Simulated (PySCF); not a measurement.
**How methods differ on the ionisation energy of Bi⁷²⁺**

Bi⁷²⁺ [Ne] 3s1 (2S) → Bi⁷³⁺ [Ne] (1S), as a difference of total energies. Calculation: PySCF 2.14, in an even-tempered Gaussian basis (17 s from 23 bohr⁻², ratio 2.5; 12 p from 30 bohr⁻², ratio 2.5; 4 d from 110 bohr⁻², ratio 2.7; 4 f from 160 bohr⁻², ratio 2.7); scalar relativity by spin-free X2C-1e. Correlated levels: outer shells: 1s2 frozen; virtual orbitals above 40 to 60 times the deepest correlated orbital energy dropped. The calculations carry no spin-orbit coupling.

```csv
method,ionisation energy (eV)
UHF,9434.8
LDA,9438.7
PBE,9445.6
PBE0,9443.0
r2SCAN,9433.5
B3LYP,9443.3
TPSS,9441.5
MP2 (outer shells),9435.6
SCS-MP2 (outer shells),9435.5
```

Breit and QED terms and the two-electron picture change are absent.

For comparison: 9430 ± 70 eV (theoretical estimate listed by NIST; NIST Atomic Spectra Database, ionization energies).
